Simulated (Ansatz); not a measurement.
Consider the cleavage of the B–B bond: `BBC=C` + HBr → `C=CBBr` + BH₃.

Calculated with Ansatz (gas phase, PBE0-D4/def2-TZVP geometries, no zero-point term in ΔE). CBS: MP2 limit from def2 TZ/QZ plus the TZ coupled-cluster correction, frozen cores. This one scheme is used for every species. Functionals use def2-TZVPP. HSE06 is defined as in plane-wave codes. For Br outer-core shells are correlated without core-valence functions, which leaves a few kJ/mol of doubt a bond. Scalar relativity is left out up to krypton. One conformer a species, not always the lowest.

`BBC=C`:

```xyz
10

B     0.221    0.370   -2.053
B     0.005    0.483   -0.429
C    -0.016   -0.641    0.630
C    -0.205   -0.365    1.925
H     1.305    0.457   -2.563
H    -0.700    0.258   -2.816
H    -0.159    1.602   -0.003
H     0.121   -1.686    0.356
H    -0.348    0.658    2.260
H    -0.224   -1.135    2.693
```

HBr:

Cartesian coordinates in Å:
```
Br 0.561 0.431 0.064
H -0.561 -0.431 -0.064
```

`C=CBBr`:

Cartesian coordinates in Å:
```
C 0.523 -1.152 0.370
C 0.064 0.095 0.519
B -0.471 0.858 -0.693
Br -1.134 2.640 -0.513
H 0.913 -1.736 1.199
H 0.523 -1.635 -0.603
H 0.080 0.545 1.508
H -0.498 0.385 -1.786
```

BH₃:

```xyz
4

B     0.000    0.000    0.000
H     0.903    0.257    0.737
H     0.072    0.289   -1.156
H    -0.975   -0.546    0.419
```

```json
{"level": "PBE0", "ΔE (kcal/mol)": "-21.5"}
{"level": "HSE06", "ΔE (kcal/mol)": "-21.5"}
{"level": "LC-ωPBE", "ΔE (kcal/mol)": "-21.3"}
{"level": "SCS-MP2/def2-QZVPP", "ΔE (kcal/mol)": "-26.1"}
```

What does CCSD(T)/CBS give? (Estimate.)

Computed: -24.1 kcal/mol. The listed levels differ from it by 2.6, 2.6, 2.8, -2.0 kcal/mol.

Largest T1 diagnostic among the species: 0.012.

From BLYP to BHLYP (50 % exact exchange), in def2-TZVPP and without D4, ΔE moves by −2.3 kcal/mol. Leaving LDA and LC-ωPBE aside and taking each functional with its dispersion term where it has one, the values, not all of them listed here, spread over 4.1 kcal/mol, from PBE-QIDH to B97M-V. LDA lies +1.3 kcal/mol from PBE without D4.
